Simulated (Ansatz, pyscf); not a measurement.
`[NH2][SiH2]` [doublet] → `[NH][SiH3]` [doublet], a hydrogen shift on the doublet surface: H–N broken, H–Si formed. PySCF, gas phase, ωB97X-D3(BJ)/def2-SVP geometries. Wave-function energies: Ansatz (a quantum-chemistry and plane-wave program), frozen core, RHF or UHF references. In kcal/mol, from the reactant's lowest minimum found.

```
level                   barrier  reaction energy
----------------------  -------  ---------------
PBE/def2-TZVP             47.39           +24.53
ωB97X-D3(BJ)/def2-TZVP    52.71           +20.41
CCSD(T)/cc-pV(D+d)Z       52.36           +18.09
CCSDT(Q)/cc-pV(D+d)Z      51.95           +18.09
CCSD(T)/cc-pV(T+d)Z       52.60           +21.29
CCSD(T)/cc-pV(Q+d)Z       52.42           +21.89
```

In cc-pV(D+d)Z, going from CCSD(T) to CCSDT(Q) shifts the barrier by -0.41 and the reaction energy by 0.00 kcal/mol. With HF in the quadruple-zeta basis and the correlation energy extrapolated as X⁻³ from X = 3, 4, CCSD(T) gives 52.32 and +22.16; adding the double-zeta shift gives ΔE‡ = 51.90 and ΔE = +22.16 kcal/mol, without core correlation, relativity or geometry relaxation at these levels. This is the saddle that the search found; another between the same sides may lie lower. The CCSD(T) − MP2 part came from Ansatz, without density fitting, on the same reference.
